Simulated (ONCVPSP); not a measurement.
**Which change was made? (Hf, ONCV)**

```json
{
  "Element": "hafnium",
  "Generator": "ONCVPSP 4.0.1",
  "Type": "optimised norm-conserving Vanderbilt (ONCV)",
  "Functional": "PBEsol",
  "Relativity": "scalar-relativistic",
  "Frozen core": "[Kr] 4d10 4f14",
  "Valence charge": "12",
  "Reference configuration": "5s2 5p6 5d2 6s2",
  "Partial waves": "5s+6s: rc 2.20 bohr, ncon 5, nbas 10, qcut 5.8 1/bohr, 2 projectors; 5p: rc 2.05 bohr, ncon 4, nbas 7, qcut 8.5 1/bohr, 1 projector; 5d: rc 2.30 bohr, ncon 5, nbas 10, qcut 6.2 1/bohr, 2 projectors, debl 2.8 Ha",
  "Local potential": "polynomial inside 1.30 bohr (lpopt 5, dvloc0 4 Ha)",
  "Core correction": "Teter function, fcfact 2.75, rcfact 1.7"
}
```

Cutoffs, loose and tight: the cutoffs (Ha) at which the residual kinetic energy of the hardest occupied pseudo-wave falls to 1 and 0.1 mHa per electron. They do not see the model core or the augmentation charge, which bear on the density cutoff. Test errors are all-electron minus pseudo excitation energies from the reference, over the configurations 5s2 5p6 5d2 6s1; 5s2 5p6 5d2 6s0; 5s2 5p6 5d1 6s0; 5s2 5p6 5d1 6s2; variants that change the core or the reference have their own tests. The largest error is taken over the tests solved by every variant that gives reliable tests at all, those not shown here included: 5s2 5p6 5d1 6s2; 5s2 5p6 5d2 6s0; 5s2 5p6 5d2 6s1.

The base gives: outcome: generated; cutoff, loose: 18 Ha; cutoff, tight: 23 Ha; bound ghosts: none; GHOST(+) flags above zero: none; largest test error (meV): -16.

(1) After one change the result is: outcome: generated; cutoff, loose: 23 Ha; cutoff, tight: 33 Ha; bound ghosts: none; GHOST(+) flags above zero: s; largest test error (meV): -16. Which change was it?
A. p: rc 3.04
B. all radii but the core radius scaled by about 0.83 (s 1.84, p 1.70, d 1.92 bohr); local potential polynomial inside 1.08 bohr (lpopt 5, dvloc0 4 Ha)
C. reference 5s2 5p6 5d2; wave 5s+6s: rc 2.20 bohr, ncon 5, nbas 10, qcut 5.8 1/bohr, 2 projectors becomes 5s: rc 2.20 bohr, ncon 5, nbas 10, qcut 5.8 1/bohr, 2 projectors, debl 3.1 Ha

## Answers

(1) B. The others give: reference 5s2 5p6 5d2; wave 5s+6s: rc 2.20 bohr, ncon 5, nbas 10, qcut 5.8 1/bohr, 2 projectors becomes 5s: rc 2.20 bohr, ncon 5, nbas 10, qcut 5.8 1/bohr, 2 projectors, debl 3.1 Ha → outcome: generated, projector energies reset by the program; cutoff, loose: 18 Ha; cutoff, tight: 23 Ha; bound ghosts: none; GHOST(+) flags above zero: none; largest test error (meV): -53 | p: rc 3.04 → outcome: generated; cutoff, loose: 12 Ha; cutoff, tight: 15 Ha; bound ghosts: none; GHOST(+) flags above zero: none; largest test error (meV): -16.
